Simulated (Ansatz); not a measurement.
`C[Si](F)(F)Cl` + HI → `F[Si](F)(Cl)I` + CH₄ at 400 K and 1 bar (ligand exchange at the Si–C bond).

Calculated with Ansatz (gas phase, PBE0-D4/def2-TZVP geometries, no zero-point term in ΔE). CCSD(T)/CBS is the MP2 limit (def2-TZVPP, def2-QZVPP) plus CCSD(T) − MP2 in def2-TZVPP, frozen cores. This one scheme is used for every species. def2 core potentials past Kr. For I outer-core shells are correlated without core-valence functions, which leaves a few kJ/mol of doubt a bond.

```csv
species,CCSD(T)/CBS energy (Eh),H − E (kJ/mol),S (J/(mol·K))
`C[Si](F)(F)Cl`,-988.51588,148.2,366.4
HI,-298.03592,25.7,215.0
`F[Si](F)(Cl)I`,-1246.11308,51.4,375.9
CH₄,-40.46206,131.3,197.2
```

H − E and S are ideal-gas, rigid-rotor, harmonic terms from PBE0-D4/def2-TZVP. 1 Eh = 2625.50 kJ/mol, R = 8.31446 J/(mol·K).

Task: By hand: ΔE, ΔH, ΔS and ΔG.

Result: ΔE = (-1246.11308) + (-40.46206) − (-988.51588) − (-298.03592) = -0.02334 Eh = -61.3 kJ/mol. Δ(H − E) = 51.4 + 131.3 − 148.2 − 25.7 = 8.8, so ΔH = -52.5 kJ/mol. ΔS = 375.9 + 197.2 − 366.4 − 215.0 = -8.3 J/(mol·K). ΔG = -52.5 − 400 × (-8.3)/1000 = -49.2 kJ/mol.

Task: By hand: the equilibrium constant, and the temperature at which ΔG would vanish if ΔH and ΔS stayed fixed.

Result: log₁₀ K = −ΔG/(RT ln 10) = 6.4. ΔG = 0 at ΔH/ΔS = 6325 K, far beyond where these terms or the molecules hold.

The number of gas molecules stays the same, so ΔS is small and ΔH decides. A doubt of 5 kJ/mol in ΔE shifts log₁₀ K by 0.7 here. These are equilibria of isolated gas molecules and say nothing of rates. Largest T1 diagnostic: 0.011 (customary marks: 0.02 for closed shells, 0.045 for open ones).
